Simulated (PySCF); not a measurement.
# Radial density of Sb⁻ (antimony, charge -1)

TPSSh, [Kr] 4d10 5s2 5p4, high-spin 3P determinant. Calculation: PySCF 2.14, in aug-cc-pVTZ-DK3 (8s7p5d2f, 68 functions); the spin-free X2C one-electron Hamiltonian (Gaussian nucleus).

| r (bohr) | 4πr²ρ (e/bohr) | 4πr²(ρα − ρβ) |
| --- | --- | --- |
| 0.0297 | 60.01 | 0.0093 |
| 0.0499 | 61.48 | 0.0216 |
| 0.0840 | 84.49 | 0.0135 |
| 0.141 | 63.08 | -0.0059 |
| 0.238 | 69.22 | 0.0417 |
| 0.400 | 37.58 | 0.0007 |
| 0.672 | 24.18 | 0.1001 |
| 1.13 | 14.02 | -0.0015 |
| 1.90 | 3.612 | 0.6521 |
| 3.20 | 1.542 | 0.6038 |
| 5.38 | 0.2873 | 0.1071 |
| 9.05 | 0.01926 | 0.0021 |
| 15.2 | 7.935e-05 | 0.0000 |

Densities and radii are taken from the X2C orbitals without a picture-change correction, which distorts them close to the nucleus.

At TPSSh the highest occupied level has a positive energy, so only the finite basis holds that electron; in a semilocal or global hybrid functional this comes from self-interaction and does not mean that the real anion is unbound.

**Question.** Where is the radial spin density 4πr²(ρα − ρβ) most negative, and why is it negative at all?

**Answer.** Around r = 0.141 bohr, down to -0.0059 e/bohr: exchange with the open shell polarises the paired shells in an unrestricted calculation.
